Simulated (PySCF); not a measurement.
# Polarisability and C₆ of Tl⁺ (thallium, charge +1)

[Xe] 4f14 5d10 6s1 6p1, high-spin 3P determinant (an excited configuration). All numbers are calculated (PySCF 2.14, scalar relativity through the core potential, in aug-cc-pVQZ-PP with one added diffuse shell each of s, p, d, f, g type with ECP60MDF (8s8p6d4f3g, 117 functions)). Coupled (time-dependent) response in atomic units; α is the mean over directions.

| method | mean α (bohr³) | α xx, yy, zz | C₆ (like pair) | S(−4) |
| --- | --- | --- | --- | --- |
| UHF | 29.20 | 26.64, 34.34, 26.64 | 232.5 | 346.9 |
| PBE | 29.12 | 24.87, 37.62, 24.87 | 231.8 | 377.2 |

S(−4) is the Cauchy moment in α(ω) = α(0) + S(−4) ω² + …

Spin-orbit coupling is absent.

α(iu) at PBE:

```csv
u (hartree),α(iu) (bohr³)
0,29.12
0.0500,28.22
0.100,25.94
0.200,20.28
0.300,15.69
0.500,10.28
0.750,7.022
1.00,5.265
1.50,3.384
2.00,2.380
3.00,1.349
5.00,0.5854
```

A single London oscillator, α(iu) = α/(1 + u²/ω²), gives C₆ = (3/4) ω α². Matching the computed C₆ needs ω = 4 × 231.8 / (3 × 29.12²) = 0.364 hartree.

For an ion, C₆ is the dispersion term alone; charge-induced terms of lower order in 1/R come first.

The components differ because the open shell of this determinant is not spherical; for a pure term their mean is the scalar polarisability.

Energies and moments cover only the electrons outside the core potential. Spin-orbit coupling, absent here, splits the open shell strongly.
